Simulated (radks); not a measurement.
Question: Sb6+, configuration [Kr] 4d9. Method: scalar-relativistic Kohn-Sham, r2SCAN, spin-polarised, spherical densities, finite nucleus; open shells are filled with parallel spins first (spin-orbit coupling, left out, can overturn this in heavy ions); meta-GGA in the generalised Kohn-Sham scheme; Fermi nuclear charge, rms radius 4.6802 fm; computed with a radial shooting solver on a logarithmic mesh with Libxc functionals. Some entries of the table are withheld. Estimate them.

| orbital | occ. | eigenvalue (eV) | <1/r> (bohr^-1) | r(max) (bohr) |
|---|---|---|---|---|
| 1s down | 1 | -30442.15 | 54.32 | 0.01835 |
| 1s up | 1 | -30442.14 | 54.32 | 0.01835 |
| 2s up | 1 | -4717.943 | 12.43 | 0.1036 |
| 2s down | 1 | -4717.487 | 12.43 | 0.1036 |
| 2p up | 3 | -4240.872 | 11.92 | 0.08307 |
| 2p down | 3 | -4240.531 | 11.92 | 0.08306 |
| 3s up | 1 | -996.3863 | 4.439 | 0.2994 |
| 3s down | 1 | -996.2869 | 4.438 | 0.2994 |
| 3p up | 3 | -839.8049 | 4.218 | 0.2931 |
| 3p down | 3 | -839.6538 | 4.218 | 0.2931 |
| 3d up | 5 | -601.4427 | 3.978 | 0.2446 |
| 3d down | 5 | -601.1079 | 3.978 | 0.2447 |
| 4s up | 1 | -231.9808 | 1.762 | 0.7219 |
| 4s down | 1 | -230.6578 | 1.763 | 0.7216 |
| 4p up | 3 | -183.3450 | 1.615 | 0.7598 |
| 4p down | 3 | -182.0121 | 1.615 | 0.7594 |
| 4d up | 5 | -111.4163 | 1.355 | 0.8335 |
| 4d down | 4 | -110.1237 | 1.353 | 0.8337 |
| 5s up | 0 | (1) | 0.7401 | 1.670 |
| 5s down | 0 | (2) | 0.7348 | 1.679 |
| 5p up | 0 | (3) | 0.6543 | (4) |
| 5p down | 0 | (5) | 0.6493 | (6) |
| 4f up | 0 | -43.1938 | 0.7861 | 1.216 |
| 4f down | 0 | -42.4411 | 0.7710 | 1.247 |

Answer: 
(1) 5s up eigenvalue (eV): -74.2540
(2) 5s down eigenvalue (eV): -73.6878
(3) 5p up eigenvalue (eV): -61.0320
(4) 5p up r(max) (bohr): 1.869
(5) 5p down eigenvalue (eV): -60.6323
(6) 5p down r(max) (bohr): 1.879
